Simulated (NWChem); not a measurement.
Species: Si₄H₉, doublet; SMILES [SiH3][SiH][SiH2][SiH3]

```xyz
13

Si     0.8490    -2.4397     0.1626
Si    -0.9616    -1.0744    -0.4284
Si    -1.0140     1.1436     0.3403
Si     0.9625     2.3168    -0.1677
H      0.7524    -3.7394    -0.5570
H      0.9033    -2.7228     1.6263
H      2.1232    -1.7751    -0.2247
H     -2.2702    -1.7676    -0.2182
H     -2.1734     1.8287    -0.3023
H     -1.2429     1.1974     1.8169
H      0.8577     3.7330     0.2812
H      2.1293     1.6941     0.5165
H      1.2184     2.3031    -1.6342
```
Atoms are numbered in this order, from 1.

Program: NWChem. Pople sets run with spherical d functions. Spin-unrestricted. Structure relaxed at the B3LYP/6-31G* (spherical d), spin-unrestricted level. No stability test was run on the SCF state. Level PBE0/6-31G*: single points from the atomic guess with DIIS by default; each run changes one setting, and all converged runs end within 0.3 mHa of each other.

Which setting needs the most SCF iterations, or fails (defaults; occupation smearing of 0.005 Ha; no DIIS, 40 % damping; DIIS on 3 Fock matrices; no level shifting)?

no DIIS, 40 % damping, with 14 against 7 for the defaults.
```json
[
 {"setting": "defaults", "SCF iterations": "7"},
 {"setting": "occupation smearing of 0.005 Ha", "SCF iterations": "7"},
 {"setting": "no DIIS, 40 % damping", "SCF iterations": "14"},
 {"setting": "DIIS on 3 Fock matrices", "SCF iterations": "8"},
 {"setting": "no level shifting", "SCF iterations": "7"}
]
```
